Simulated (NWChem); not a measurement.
System: C$_{2}$H$_{3}$FN$_{2}$Si; SMILES F[Si@@H]1C=NC=N1

```xyz
9

F      0.1066     2.0100    -0.5871
Si     0.0147     0.7468     0.4190
C      1.2791    -0.6331     0.0511
N      0.6316    -1.6975    -0.2451
C     -0.8047    -1.4507    -0.2271
N     -1.3284    -0.3255     0.0437
H     -0.0176     1.2680     1.8062
H      2.3759    -0.6750     0.0832
H     -1.4038    -2.3407    -0.4731
```
Atoms are numbered in this order, from 1.

Level: PBE0/def2-SVP (NWChem), optimised geometry, unscaled harmonic frequencies. 

Task: List the harmonic frequencies with IR intensities, and the thermochemistry.

Result: 
```tsv
frequency (cm⁻¹)	IR intensity (km/mol)
140	4.8
210	4.9
407	14.4
430	13.5
514	35.1
671	9.4
708	42.7
772	14.0
811	42.0
854	17.4
881	10.9
952	232.7
1002	147.5
1023	0.9
1280	16.5
1350	13.8
1635	43.6
1716	107.3
2298	91.7
3158	28.3
3174	3.3
```

zero-point energy: 34.3 kcal/mol
thermal correction to the enthalpy at 298.15 K (with zero-point energy): 38.3 kcal/mol
heat capacity Cv: 19.4 cal/(mol K)
entropy at 298.15 K and 1 atm (symmetry number 1): 75.4 cal/(mol K)
dipole moment: 1.76 D

Rigid rotor and harmonic oscillator.
